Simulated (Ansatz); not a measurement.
Wavefunction ladder for `[F][GeH]1[CH2]O[CH2]1`

```xyz
10

F     2.191   -0.557    0.953
Ge    1.039   -0.087   -0.268
C    -0.685   -1.042   -0.211
O    -1.366    0.202   -0.003
C    -0.360    1.166    0.333
H     1.877    0.104   -1.543
H    -1.058   -1.540   -1.108
H    -0.784   -1.713    0.649
H    -0.523    2.098   -0.211
H    -0.331    1.370    1.409
```

The species carries charge 0 and has multiplicity 1. Correlated methods include outer-core shells of Ge, which these sets cover unevenly. Scalar relativity is left out up to krypton. All single points use the PBE0-D4/def2-TZVP geometry. Frozen core, restricted reference, Ansatz 0.2.0.

```csv
basis,HF (Eh),MP2 corr.,CCSD corr.,(T),CCSD(T) total
def2-SVP,-2327.82700,-0.86808,-0.89631,-0.02444,-2328.74775
def2-TZVPP,-2328.40319,-1.07449,-1.09449,-0.04171,-2329.53939
def2-QZVPP,-2328.45719,-1.40278,–,–,–
```
